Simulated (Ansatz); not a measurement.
Basis sets compared for GeMeF3 (CH3F3Ge). Charge 0, multiplicity 1. Geometry PBE0-D4/def2-SVP. Ansatz on 4 threads of Arm Neoverse V1 on a shared host; times are rough, and most runs start from earlier orbitals.

```xyz
8

Ge   -0.6040    0.3514    0.4596
C     0.7747   -0.4508   -0.5896
H     1.6210   -0.7117    0.0600
H     1.1062    0.2594   -1.3590
H     0.3851   -1.3586   -1.0696
F    -1.9621    0.8479   -0.4686
F    -0.0864    1.7581    1.2999
F    -1.2345   -0.6957    1.6673
```

Binding counts from free atoms (Ge triplet, C triplet, H doublet, F doublet) in the same basis, without a counterpoise term.

```tsv
level	functions	energy (Eh)	HOMO (eV)	LUMO (eV)	binding per atom (eV)	wall time
HF/STO-3G	41	-2385.0797	-10.11	10.65	3.01	0.15 s
HF/def2-TZVP	190	-2413.5942	-14.20	3.01	2.88	2 s
PBE-D4/def2-SVP	103	-2415.3923	-8.73	-1.01	4.03	0.8 s
PBE-D4/def2-TZVP	190	-2416.0843	-8.93	-1.28	4.01	1.6 s
r2SCAN-D4/def2-TZVP	190	-2416.5838	-9.33	-0.82	3.96	3.5 s
PBE0-D4/def2-SVP	103	-2415.4530	-10.46	0.01	3.91	1.2 s
PBE0-D4/def2-TZVP (with forces)	190	-2416.1419	-10.54	-0.21	3.91	4.3 s
```

**Question.** Estimate the rows for PBE-D4/def2-TZVPD, r2SCAN-D4/def2-TZVPD, PBE0-D4/def2-TZVPD.

**Answer.** 
```tsv
level	functions	energy (Eh)	HOMO (eV)	LUMO (eV)	binding per atom (eV)	wall time
PBE-D4/def2-TZVPD	238	-2416.0885	-9.01	-1.63	4.01	2.7 s
r2SCAN-D4/def2-TZVPD	238	-2416.5871	-9.38	-1.10	3.96	4.9 s
PBE0-D4/def2-TZVPD	238	-2416.1453	-10.59	-0.72	3.91	4.4 s
```
